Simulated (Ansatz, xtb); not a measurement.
# Relative energy of two structures of FGeH3Si2

Structure X: a singlet given by its coordinates. Structure Y: a singlet given by its coordinates. Both are isolated molecules in the gas phase, relaxed with r2SCAN-D4/def2-SVP.

X (Å):

```json
{"atom": "F", "x (Å)": "0.9043", "y (Å)": "-0.8187", "z (Å)": "-0.3099"}
{"atom": "Ge", "x (Å)": "0.2305", "y (Å)": "1.2680", "z (Å)": "-2.9173"}
{"atom": "Si", "x (Å)": "0.4917", "y (Å)": "0.7109", "z (Å)": "-0.7048"}
{"atom": "Si", "x (Å)": "-1.4791", "y (Å)": "2.1138", "z (Å)": "-1.6243"}
{"atom": "H", "x (Å)": "0.3946", "y (Å)": "1.3893", "z (Å)": "0.6248"}
{"atom": "H", "x (Å)": "-1.6197", "y (Å)": "2.5347", "z (Å)": "-0.1893"}
{"atom": "H", "x (Å)": "-2.8404", "y (Å)": "2.2332", "z (Å)": "-2.2363"}
```

Close contacts (Å): F1–Si3 1.63, Ge2–Si3 2.30, Ge2–Si4 2.30, Si3–Si4 2.59, Si3–H5 1.50, Si4–H6 1.50, Si4–H7 1.50.

Y (Å):

```xyz
7

F    -0.9447    0.3810    0.7945
Ge   -1.9614    0.4266   -2.4797
Si   -0.2447    0.7729   -0.6292
Si   -1.3556    2.4649   -2.0561
H     0.6916   -0.3329   -0.9704
H     0.6194    1.9821   -0.3755
H    -0.8057    3.8199   -1.7214
```

Close contacts (Å): F1–Si3 1.63, Ge2–Si3 2.55, Ge2–Si4 2.17, Si3–Si4 2.48, Si3–H5 1.49, Si3–H6 1.51, Si4–H7 1.50.

Question: Which of the two would you expect CCSD(T)/def2-SVP + ΔMP2/def2-TZVPP electronic energies to favour?

Answer: Structure X; the calculation gives E(Y) − E(X) = +17.1 kJ/mol.

Level by level:

| level | geometry | E(Y) − E(X) (kJ/mol) | departure from the last row (kJ/mol) | job, with rough time for the two |
| --- | --- | --- | --- | --- |
| r2SCAN-D4/def2-SVP | r2SCAN-D4/def2-SVP | +20.3 | +3.2 | optimisation, 1.7 min |
| HF/def2-SVP | r2SCAN-D4/def2-SVP | +27.4 | +10.2 | part of the CCSD(T) run |
| MP2/def2-SVP | r2SCAN-D4/def2-SVP | +15.0 | −2.1 | part of the CCSD(T) run |
| CCSD(T)/def2-SVP | r2SCAN-D4/def2-SVP | +14.6 | −2.5 | single point |
| CCSD(T)/def2-SVP + ΔMP2/def2-TZVPP | r2SCAN-D4/def2-SVP | +17.1 |  | single point, 34 s |

The levels shown agree on the order. The largest departure from CCSD(T)/def2-SVP + ΔMP2/def2-TZVPP is that of HF/def2-SVP, 10.2 kJ/mol. Levels run at GFN2-xTB geometries aren't shown. The last row adds to CCSD(T) the change of the MP2 difference between the two basis sets, here +2.5 kJ/mol.

With harmonic frequencies from r2SCAN-D4/def2-SVP (ideal gas, rigid rotor, one conformer each, 400 K, 1 atm): on the last row, ΔE + ΔZPE = +17.1, ΔH = +17.4, ΔG = +15.8 kJ/mol.

The correlated steps freeze 20 core orbitals; the filled d shell of Ge is correlated, in a basis made for valence electrons. Codes used: Ansatz 0.2.0; the last row on 1 thread of Intel(R) Xeon(R) Platinum 8488C (Sapphire Rapids) on a shared host.
